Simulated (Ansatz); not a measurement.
CH7NOSi2 can be A, `N=C(O)[SiH2][SiH3]`, or B, `N[C@H]1O[Si@@H]1[SiH3]`.

Gas-phase electronic energies from Ansatz, PBE0-D4/def2-TZVP geometries. CBS: MP2 limit from def2 TZ/QZ plus the TZ coupled-cluster correction, frozen cores. Functionals use def2-TZVPP. B3LYP here is the variant with VWN-RPA as its local correlation; programs differ in this. Each species was taken in one conformer, which may not be the lowest.

Problem. Which isomer does CCSD(T)/CBS put lower? Give the gap. (Estimate.)

Solution. Ansatz gave: A, by 4.1 kcal/mol.

Problem. Give E(B) − E(A) in kcal/mol with B2PLYP, B3LYP, CCSD/def2-TZVPP, ωB97M-V, MP2/def2-TZVPP, B3LYP-D4, PBE0-D4. (Best estimate.)

Solution. Computed: B2PLYP 5.1, B3LYP 5.9, CCSD/def2-TZVPP 5.5, ωB97M-V 4.5, MP2/def2-TZVPP 3.0, B3LYP-D4 6.2, PBE0-D4 3.7. None reverses the order clearly.

Largest T1 diagnostic: 0.015.

In def2-TZVPP, CCSD(T) changes the Hartree–Fock value by −5.4 kcal/mol (the triples alone add −0.2 kcal/mol) and MP2 by −7.7 kcal/mol.
